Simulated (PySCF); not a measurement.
A search over the determinants of ZnAs

Unrestricted PBE0; basis Zn 6-31G(d,p), As 6-31G(d,p); no relativity; PySCF 2.14. Outer shells of the fragments: Zn 3d10 4s2; As 3d10 4s2 4p3.

Followed along the bond (rough minima from three points):

| 2Ms+1 | unpaired | ⟨S²⟩ at the start | R at minimum (Å) | Te (eV) |
| --- | --- | --- | --- | --- |
| 4 | σ ↑, π ↑↑ | 3.76 | 2.45 | 0.00 |
| 2 | σ ↓, π ↑↑ | 1.76 | 2.41 | 0.27 |
| 2 | π ↑ | 0.77 | 2.23 | 0.27 |
| 2 | σ ↑, π ↑↓ | 1.76 | 2.42 | 0.49 |
| 2 | σ ↑ | 0.75 | 2.41 | 1.51 |

Solutions found at the starting distance of 2.365 Å, counted from the lowest of them; the search is not exhaustive and high or unbound solutions are not listed, so other states can lie among these:

```csv
2Ms+1,unpaired,term,E (eV),⟨S²⟩,⟨Lz²⟩,μ (D)
4,"σ ↑, π ↑↑",⁴Σ⁻,0.00,3.76,0.00,-0.66
2,"σ ↓, π ↑↑",mixed,0.26,1.76,0.00,-0.89
2,π ↑,²Π,0.34,0.77,1.01,-4.16
2,"σ ↑, π ↑↓",mixed,0.48,1.76,2.01,-0.77
2,σ ↑,mixed,1.49,0.75,2.00,-0.66
4,"σ ↑↑, π ↑",⁴Π,2.33,3.75,1.01,-2.28
4,π ↑↑↑,⁴Π,2.96,3.75,1.00,-0.17
2,π ↑,²Π,3.44,0.75,1.01,4.37
4,π ↑↑↑,⁴Π,9.44,3.75,1.00,-0.28
4,"π ↑↑, δ ↑",⁴Δ,9.50,3.76,4.00,-0.47
```

A term symbol is given only where ⟨S²⟩ and ⟨Lz²⟩ are close to those of a pure state; real π, δ and φ orbitals otherwise mix terms. A positive dipole means Zn(−)As(+).

Spin–orbit coupling is left out. Counting both spins, an empty level lies below a filled one in some of these solutions, because spin and occupation are held.
